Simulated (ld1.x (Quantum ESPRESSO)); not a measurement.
# Transferability test, PAW potential for B

ld1.x (Quantum ESPRESSO) 7.5 input, shortened:

```
&input
   title='B', zed=5., rel=1, dft='PBE', iswitch=3,
   config='[He] 2s1.75 2p1.25'
 /
 &inputp
   pseudotype=3, lpaw=.true., tm=.true., lloc=-2, rcloc=0.95,
   nlcc=.true., new_core_ps=.true.,
   which_augfun='PSQ', rmatch_augfun_nc=.true.
 /
4
2S  1  0   1.75   0.00  1.20  1.25  0.0
2S  1  0   0.00   0.45  1.20  1.25  0.0
2P  2  1   1.25   0.00  3.25  4.35  0.0
2P  2  1   0.00   0.50  3.25  4.35  0.0
 &test
   configts(1)='2s1.75 2p1.25'
 /
```

Energies are relative to the spin-unpolarised reference configuration 2s1.75 2p1.25; without spin polarisation the order of configurations can differ from experiment.

Give the all-electron excitation energy and the error of the potential for: 2s2 2p1; 2s2 2p0; 2s1 2p0; 2s1 2p1; 2s0 2p3; 2s1 2p2; 2s2 2p0.5.

```
valence configuration  charge  ΔE all-electron (eV)  error AE − PS (meV)
              2s2 2p1       0                -1.460                 +7.1
              2s2 2p0      +1                 6.760                  +95
              2s1 2p0      +2                32.182                  +17
              2s1 2p1      +1                12.901                 -9.6
              2s0 2p3       0                10.261                 -3.8
              2s1 2p2       0                 4.391                  +11
            2s2 2p0.5    +0.5                 1.427                  +30
```

Levels in the configuration 2s2 2p0:

```tsv
level	all-electron (eV)	pseudo (eV)
2s	-19.511	-19.589
```
